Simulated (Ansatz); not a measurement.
C2H6Al (SMILES [CH3][Al][CH3]), doublet, at a GFN2-xTB geometry (such geometries of metal compounds can be far from the true shape) (the spin is typed, not shown lowest). Base run: HF/6-31G run with Ansatz (a first-principles code).

Ansatz was given this input:
Ansatz 0.2 input:
```yaml
crystal:
  periodic: [false, false, false]
  atoms:
    - {symbol: Al, position_ang: [0.35199768, -0.19927276, 0.39218526]}
    - {symbol: C, position_ang: [1.16273168, 0.29965867, -1.38755194]}
    - {symbol: H, position_ang: [2.22627517, 0.03493887, -1.43926309]}
    - {symbol: H, position_ang: [1.09774163, 1.37516455, -1.59155831]}
    - {symbol: H, position_ang: [0.67263692, -0.20609115, -2.22804560]}
    - {symbol: C, position_ang: [-1.59435430, -0.05530867, 0.90665097]}
    - {symbol: H, position_ang: [-2.23287698, -0.73254228, 0.32682456]}
    - {symbol: H, position_ang: [-1.99441749, 0.95437693, 0.75535734]}
    - {symbol: H, position_ang: [-1.75559339, -0.30140102, 1.96368260]}
basis:
  gaussian:
    orbitals: 6-31G
hamiltonian:
  xc: hf
magnetization: {spin_polarized: true, initial_magnetization: 1}
```

The bond that is stretched is that between atoms 5 and 2. A test that says stable can miss a lower solution.

Each row names what was changed in the base input (with any setting that the change needs).

```json
[
 {"change": "base", "ΔE vs base (mEh)": "0.000", "<S^2>": "0.753", "stability test says": "minimum"},
 {"change": "spin_polarized = on; lower_state_search = off", "ΔE vs base (mEh)": "0.000", "<S^2>": "0.753", "stability test says": "undecided (no full test)"},
 {"change": "spin_polarized = on; lower_state_search = standard", "ΔE vs base (mEh)": "0.000", "<S^2>": "0.753", "stability test says": "minimum"},
 {"change": "bond × 1.25", "ΔE vs base (mEh)": "31.017", "<S^2>": "0.753", "stability test says": "minimum"},
 {"change": "spin_polarized = on; lower_state_search = off; bond × 1.25", "ΔE vs base (mEh)": "31.017", "<S^2>": "0.753", "stability test says": "undecided (no full test)"},
 {"change": "spin_polarized = on; lower_state_search = standard; bond × 1.25", "ΔE vs base (mEh)": "31.017", "<S^2>": "0.753", "stability test says": "minimum"},
 {"change": "bond × 1.5", "ΔE vs base (mEh)": "80.689", "<S^2>": "0.807", "stability test says": "minimum"},
 {"change": "spin_polarized = on; lower_state_search = off; bond × 1.5", "ΔE vs base (mEh)": "80.689", "<S^2>": "0.807", "stability test says": "undecided (no full test)"},
 {"change": "spin_polarized = on; lower_state_search = standard; bond × 1.5", "ΔE vs base (mEh)": "80.689", "<S^2>": "0.807", "stability test says": "minimum"},
 {"change": "bond × 1.8", "ΔE vs base (mEh)": "115.8", "<S^2>": "1.319", "stability test says": "minimum"},
 {"change": "spin_polarized = on; lower_state_search = off; bond × 1.8", "ΔE vs base (mEh)": "115.8", "<S^2>": "1.319", "stability test says": "undecided (no full test)"},
 {"change": "spin_polarized = on; lower_state_search = standard; bond × 1.8", "ΔE vs base (mEh)": "115.8", "<S^2>": "1.319", "stability test says": "minimum"},
 {"change": "bond × 2.2", "ΔE vs base (mEh)": "129.6", "<S^2>": "1.557", "stability test says": "minimum"},
 {"change": "spin_polarized = on; lower_state_search = off; bond × 2.2", "ΔE vs base (mEh)": "129.6", "<S^2>": "1.557", "stability test says": "undecided (no full test)"},
 {"change": "spin_polarized = on; lower_state_search = standard; bond × 2.2", "ΔE vs base (mEh)": "129.6", "<S^2>": "1.557", "stability test says": "minimum"},
 {"change": "bond × 3.0", "ΔE vs base (mEh)": "133.9", "<S^2>": "1.641", "stability test says": "minimum"},
 {"change": "spin_polarized = on; lower_state_search = off; bond × 3.0", "ΔE vs base (mEh)": "135.1", "<S^2>": "1.648", "stability test says": "undecided (no full test)"},
 {"change": "spin_polarized = on; lower_state_search = standard; bond × 3.0", "ΔE vs base (mEh)": "133.9", "<S^2>": "1.641", "stability test says": "minimum"}
]
```

On stretching, the SCF can end on different states; <S^2> shows the spin contamination of each.
